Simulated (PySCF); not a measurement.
## Computed properties of Be(F)(GeH3) (BeFGeH₃), SMILES [F][Be][GeH3]

BeFGeH₃, SMILES [F][Be][GeH3]. The structure is a stationary point at B3LYP-D3(BJ)/def2-TZVP. One conformer was computed; it need not be the lowest. All values are computed for the isolated molecule unless a solvent is named; none is compared with measurement here.

**Structure.** The optimised structure has C3v symmetry. All 12 harmonic modes at B3LYP-D3(BJ)/def2-TZVP (PySCF) are real, so it is a minimum. With heavy atoms numbered as in [Be:1]([F:2])[GeH3:3], the shortest bond between them is Be1–F2 at 1.372 Å and the longest Be1–Ge3 at 2.194 Å.

**Vibrations.** The strongest infrared lines (harmonic, unscaled, degenerate partners summed) lie at 2111 cm⁻¹ (251 km/mol, H 98 %), 1322 cm⁻¹ (195 km/mol, Be 75 %, F 25 %), 805 cm⁻¹ (136 km/mol, H 97 %). The softest mode is at 208 cm⁻¹ and the zero-point energy is 17.0 kcal/mol.

**Electronic structure.** ωB97X/def2-TZVPD (PySCF) places the frontier levels at -10.68 and 1.07 eV, a gap of 11.75 eV, and gives a dipole moment of 0.41 D and a mean polarisability of 50.4 bohr³.

**Excitations.** TDA-B3LYP/def2-SVPD (PySCF) has S1 at 6.52 eV (190 nm, f = 0.224, bright); the most intense of the 10 singlets computed lies at 7.94 eV (f = 0.32). Strengths of degenerate partners are summed. T1 (TDA) is at 5.24 eV, 1.28 eV under S1. No vertical singlet excitation falls in the visible range (under 3.1 eV).

**NMR.** GIAO shifts at PBE0/pcSseg-2 (PySCF) (non-relativistic, atoms alike by connectivity averaged): ¹H at 3.3 ppm against TMS; ¹⁹F at -125.4 ppm against CFCl3.
